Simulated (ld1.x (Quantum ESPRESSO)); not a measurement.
## bromine: one change to a TM potential, before and after

Br, norm-conserving Troullier–Martins (Kleinman–Bylander form), made with ld1.x (Quantum ESPRESSO) 7.5 (Wu–Cohen, scalar-relativistic). Core [Ar], reference 3d10 4s2 4p5. Waves: 4s (bound): rc 1.15 bohr; 4p (bound): rc 1.20 bohr; 3d (bound): rc 0.65 bohr. Local part: all-electron potential smoothed inside 0.55 bohr (lloc = -2). Core correction: a·sin(br)/r model core, default radius (core density twice the valence density).

Change: all radii but the core radius scaled by about 1.32 (s 1.52, p 1.58, d 0.86 bohr); local potential all-electron potential smoothed inside 0.72 bohr (lloc = -2).

Cutoffs: the cutoffs (Ry, on a coarse ladder) from which the occupation-weighted sum of valence levels, in a spherical-Bessel basis at the reference potential, stays within 10 and 1 mRy of its value at 400 Ry; they do not see the model core or the augmentation charge, which bear on the density cutoff. Errors are all-electron minus pseudo energies relative to the spin-unpolarised reference configuration.

What does the change do?

The bound ghosts move from p, s to s; of the 7 tests that both files solve, the error grows in 2 and shrinks in 4 by more than 15 % and 0.3 meV (median size 22.0 → 23.5 meV).

| quantity | base | changed |
| --- | --- | --- |
| cutoffs, loose and tight | not determined | over 300 Ry, over 300 Ry |
| bound ghosts | s, p | s |
| error for 3d10 4s2 4p4, meV [ΔE 12.56 eV] | -6.1 | +3.8 |
| error for 3d10 4s2 4p3, meV [ΔE 35.36 eV] | -22 | +23 |
| error for 3d10 4s2 4p2, meV [ΔE 69.41 eV] | -38 | +60 |
| error for 3d10 4s2 4p1, meV [ΔE 115.55 eV] | -29 | +93 |
| error for 3d9 4s2 4p5, meV [ΔE 78.46 eV] | -1296 | -342 |
| error for 3d10 4s2 4p4.5, meV [ΔE 5.08 eV] | -1.7 | +0.4 |
| error for 3d10 4s1 4p6, meV [ΔE 12.40 eV] | -4.4 | -0.5 |

 A true bound ghost makes a file unfit for plane-wave use even where its test errors are small: the radial tests pick states by their node count and pass the ghost by.
